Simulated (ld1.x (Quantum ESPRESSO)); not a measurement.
## phosphorus, TM semilocal: configuration errors across variants

| Quantity | Value |
| --- | --- |
| Element | phosphorus (P) |
| Generator | ld1.x (Quantum ESPRESSO) 7.5 |
| Type | norm-conserving Troullier–Martins (semilocal form) |
| Functional | PBE |
| Relativity | scalar-relativistic |
| Frozen core | [Ne] |
| Valence charge | 5 |
| Reference configuration | 3s1 3p4 |
| Partial waves | 3s (bound): rc 1.50 bohr; 3p (bound): rc 1.50 bohr; 3d channel at -0.05 Ry: rc 1.30 bohr |
| Local potential | the d channel |
| Core correction | none |

All-electron excitation energies from the reference (eV): (1) 3s2 3p3 -8.534; (2) 3s2 3p2 1.195; (3) 3s2 3p1 20.342; (4) 3s2 3p0 50.082; (5) 3s2 3p3.3 -9.841; (6) 3s1 3p3 10.316; (7) 3s2 3p2.5 -4.759.

In the semilocal form every listed channel keeps its own potential, so the choice of the local channel does not act on these tests. It acts once the file is put into the separable form.

A semilocal file is local in each channel, so a ghost entry of none says nothing of the separable form that plane-wave codes build from it.

1 further variants failed, have other tests or too few solved ones, and are left out.

Errors AE − PS in meV (a dash: test not solved or not reliable):

| change | (1) | (2) | (3) | (4) | (5) | (6) | (7) | bound ghosts |
| --- | --- | --- | --- | --- | --- | --- | --- | --- |
| base | +1.2 | -1.4 | +1.3 | +27 | +1.9 | +1.0 | -0.2 | none |
| wave 3p (bound): rc 1.50 bohr becomes 3p (bound): rc 1.06 bohr | +26 | +35 | +65 | +164 | +26 | +5.1 | +28 | none |
| core correction a·sin(br)/r model core inside 1.52 bohr | +1.2 | +0.9 | +8.0 | +32 | +1.6 | +1.3 | +0.6 | none |
| wave 3s (bound): rc 1.50 bohr becomes 3s (bound): rc 2.26 bohr | +2.0 | +14 | +65 | +204 | +1.6 | +3.3 | +5.1 | none |
| all radii scaled by about 0.81 (s 1.22, p 1.22, d 1.06 bohr) | +5.0 | +4.2 | +12 | +37 | +5.7 | +2.8 | +4.0 | none |
| wave 3d channel at -0.05 Ry: rc 1.30 bohr becomes 3d channel at -0.17 Ry: rc 1.30 bohr | +1.2 | -1.4 | +1.3 | +27 | +1.9 | +1.0 | -0.2 | none |
| form changed from semilocal to separable (Kleinman–Bylander), still TM; local potential the p channel | +1.2 | -1.4 | +0.6 | +24 | +1.9 | +1.0 | -0.2 | none |
| local potential the p channel | +1.2 | -1.4 | +1.3 | +27 | +1.9 | +1.0 | -0.2 | none |

(1) Give the same row for: wave 3d channel at -0.05 Ry: rc 1.30 bohr becomes 3d channel at -0.05 Ry: rc 1.38 bohr.

## Answers

(1) +1.2, -1.4, +1.3, +26, +1.9, +1.0, -0.2; bound ghosts: none.
